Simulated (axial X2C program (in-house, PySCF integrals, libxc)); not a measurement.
**Spin–orbit effects down a group: molecules with Y, PBE0**

Calculated with an axial X2C code built on PySCF integrals, spin-free (one-electron X2C) or two-component (2c: spin–orbit coupling with atomic mean-field Coulomb and Gaunt terms, which also bring small scalar terms), in Dyall basis sets with cores contracted in-house; open shells are unrestricted.

Basis sets: Br dyall-cv3z, Cl dyall-av3z, I dyall-v3z, Y dyall-cv3z, Y dyall-v3z.

| molecule | spin-free state | Re (Å) | ωe (cm⁻¹) | De (eV) | 2c state | Re 2c (Å) | ωe 2c (cm⁻¹) | De 2c (eV) |
| --- | --- | --- | --- | --- | --- | --- | --- | --- |
| YCl | M_S = 0, Λ = 0 | 2.378 | 381.5 | 5.23 | Ω = 0 | 2.377 | 381.6 | n/a |
| YBr | M_S = 0, Λ = 0 | 2.530 | 271.6 | 4.65 | Ω = 0 | 2.530 | 271.4 | n/a |
| YI | M_S = 0, Λ = 0 | 2.761 | 215.6 | 3.93 | Ω = 0 | 2.764 | 214.7 | n/a |

Each entry is the lowest single determinant of a limited PBE0 search at one distance. De goes to single-determinant-based atoms at the same level (for ions the charge split of lowest energy) and is withheld (n/a) where an atom does not fit its ground term or J level. Main or longest-lived isotopes. One determinant is a doubtful description, or other states lie close, for YBr, YI; these need not be ground states, and all values refer to the states named. The functionals have no current term, which raises determinants with orbital currents.
